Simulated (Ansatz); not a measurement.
`[CH3][In]([OH])[F]`. The species carries charge 0 and has multiplicity 1. In takes the def2 core potential. The geometry is a stationary point of PBE0-D4/def2-TZVP. It is one conformer, not always the lowest.

```xyz
8

C     0.678   -0.174    1.184
In   -0.092   -0.109   -0.796
O    -1.670    0.692   -1.669
F     0.896   -1.023   -2.211
H    -0.037   -0.673    1.838
H     1.616   -0.726    1.171
H     0.847    0.839    1.546
H    -2.238    1.174   -1.064
```

Problem. What is the dipole moment at ωB97M-V/def2-TZVPP? (Best estimate.)

Solution. Computed: 4.92 D, with components (-0.55, 1.33, 4.70) D in this frame, pointing from negative to positive charge.

Problem. And with PBE, r2SCAN, B3LYP? (Best estimate.)

Solution. Computed: PBE 4.72 D, r2SCAN 4.86 D, B3LYP 4.96 D.

Problem. Give the Mulliken charges with ωB97M-V, r2SCAN, PBE in def2-TZVPP. (Estimate.)

Solution. The calculation gave: 
```csv
atom,ωB97M-V,r2SCAN,PBE
C1,-0.55,-0.42,-0.50
In2,0.95,0.93,0.83
O3,-0.49,-0.51,-0.44
F4,-0.50,-0.50,-0.45
H5,0.14,0.10,0.13
H6,0.16,0.12,0.14
H7,0.14,0.10,0.13
H8,0.15,0.18,0.17
```

B3LYP here is the variant with VWN-RPA as its local correlation; programs differ in this.
